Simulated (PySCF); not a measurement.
C3H6GeO, SMILES [CH3][Ge@H]1[CH]=C[O]1.

The structure is a stationary point at B3LYP-D3(BJ)/def2-SVP. The structure was generated by enumeration; whether it is a known compound was not checked.

Two levels are set side by side: PBE/def2-TZVP (PySCF) and r2SCAN/def2-TZVP (PySCF). Same geometry, gas phase. Differences are taken from unrounded values.

| quantity | r2SCAN |
|---|---|
| orbital gap (eV) | 4.73 |
| highest occupied level (eV) | -5.41 |
| lowest empty level (eV) | -0.68 |
| dipole moment (D) | 1.97 |
| mean polarisability (bohr³) | 65.7 |

Q: What does PBE give, and how far is it from r2SCAN? (An estimate is asked for; the answer gives what the named calculation found.)

A: 
```tsv
quantity	PBE	PBE minus r2SCAN
orbital gap (eV)	4.23	-0.50
highest occupied level (eV)	-5.20	0.22
lowest empty level (eV)	-0.97	-0.29
dipole moment (D)	1.92	-0.04
mean polarisability (bohr³)	67.1	1.4
```

Rough cost on one machine, each run with all the roots and properties that it gave: r2SCAN against PBE about 4 times.
